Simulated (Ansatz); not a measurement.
Stepwise reaction of `[OH][Ga]([OH])[Br]` with hydrogen fluoride, as a gas-phase model of exchange steps in deposition or etching. ΔE in kJ/mol; ΔG adds harmonic PBE0-D4 terms to CCSD(T)/CBS, at 1 bar.

Isolated molecules relaxed with PBE0-D4/def2-TZVP in Ansatz; ΔE leaves out vibrations. CCSD(T)/CBS is the MP2 limit (def2-TZVPP, def2-QZVPP) plus CCSD(T) − MP2 in def2-TZVPP, frozen cores. This one scheme is used for every species. Functionals use def2-TZVPP. B3LYP here is the variant with VWN-RPA as its local correlation; programs differ in this. For Br, Ga outer-core shells are correlated without core-valence functions, which leaves a few kJ/mol of doubt a bond. Scalar relativity is left out up to krypton. Each species was taken in one conformer, which may not be the lowest.

| step | reaction | PBE-D4 | B3LYP-D4 | ωB97M-V | CCSD(T)/CBS | ΔG(600 K) |
| --- | --- | --- | --- | --- | --- | --- |
| 1 | `[OH][Ga]([OH])[Br]` + H–F → `[OH][Ga]([F])[Br]` + H₂O | -22.4 | -23.9 | -23.7 | -17.8 | -21.2 |
| 2 | `[OH][Ga]([F])[Br]` + H–F → `[F][Ga]([F])[Br]` + H₂O | -18.0 | -20.3 | -20.7 | -14.9 | -15.4 |

Q: By hand: ΔE of the 2 steps together at CCSD(T)/CBS.

A: (-17.8) + (-14.9) = -32.7 kJ/mol, or -16.4 kJ/mol a step.

In ΔE the steps differ by no more than 2.9 kJ/mol. All are downhill at CCSD(T)/CBS. ΔG lies between -21.2 and -15.4 kJ/mol a step. PBE-D4 differs from CCSD(T)/CBS by -4.6 to -3.1 kJ/mol a step. Isolated molecules leave out the surface, adducts and barriers. Largest T1 diagnostic: 0.012.
